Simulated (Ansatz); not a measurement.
`[CH3][In]([F])[I]` + `O[SiH3]` → `[CH3][In]([F])[O][SiH3]` + HI  (ligand exchange at the In–I bond)

Computed with Ansatz on PBE0-D4/def2-TZVP structures; ΔE is electronic, products minus reactants. CBS: MP2 limit from def2 TZ/QZ plus the TZ coupled-cluster correction, frozen cores. DFT in def2-TZVPP. HSE06 is defined as in plane-wave codes. Elements past krypton have def2 core potentials. For I, In outer-core shells are correlated without core-valence functions, which leaves a few kJ/mol of doubt a bond. One conformer a species, not always the lowest.

`[CH3][In]([F])[I]`:

Cartesian coordinates in Å:
```
C -0.672 -0.672 -0.635
In 0.636 0.569 0.496
F 2.452 0.854 -0.159
I 0.261 1.882 2.758
H -0.989 -1.512 -0.017
H -1.547 -0.092 -0.928
H -0.142 -1.029 -1.516
```

`O[SiH3]`:

Cartesian coordinates in Å:
```
O -0.618 0.206 1.104
Si 0.060 -0.176 -0.349
H -0.198 0.889 1.627
H 0.089 0.995 -1.267
H -0.789 -1.245 -0.924
H 1.456 -0.669 -0.191
```

`[CH3][In]([F])[O][SiH3]`:

Cartesian coordinates in Å:
```
C -0.497 1.691 -1.462
In 0.924 0.893 -0.107
F 2.637 1.731 0.281
O 0.862 -0.745 0.985
Si -0.175 -1.961 1.277
H -1.500 1.425 -1.132
H -0.383 2.772 -1.502
H -0.315 1.267 -2.449
H 0.412 -3.265 0.863
H -0.511 -2.029 2.726
H -1.454 -1.778 0.521
```

HI:

```xyz
2

I    -0.316    0.740   -0.012
H     0.316   -0.740    0.012
```

CCSD(T)/CBS gives +1.03 eV.

Problem. Another level gave +1.05 eV. Which?
A. BHLYP-D4/def2-TZVPP
B. SCS-MP2/def2-TZVPP
C. ωB97M-V/def2-TZVPP
D. HSE06/def2-TZVPP

Solution. C. ωB97M-V 1.05, BHLYP-D4 1.11, HSE06 1.15, SCS-MP2/def2-TZVPP 0.99 eV.

Largest T1 diagnostic among the species: 0.015.

At CCSD(T), def2-SVP lies −0.09 eV from the extrapolated value and def2-TZVPP −0.07 eV. From BLYP to BHLYP (50 % exact exchange), in def2-TZVPP and without D4, ΔE moves by +0.09 eV. In def2-TZVPP, CCSD(T) changes the Hartree–Fock value by −0.19 eV (the triples alone add −0.02 eV) and MP2 by −0.11 eV.
